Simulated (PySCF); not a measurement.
TiOF2, SMILES [O]=[Ti]([F])[F], multiplicity 1. Geometry optimised at PBE-D3(BJ)/def2-SVP. The multiplicity is an assumed one; other spin states were not compared.

Computed equilibrium geometry at PBE-D3(BJ)/def2-SVP (PySCF confirms it by a frequency run) as a Z-matrix, and its point group:
point group Cs.
```
Ti
O 1 1.6069
F 1 1.7817 2 112.99
F 1 1.7817 2 112.99 3 -144.29
```
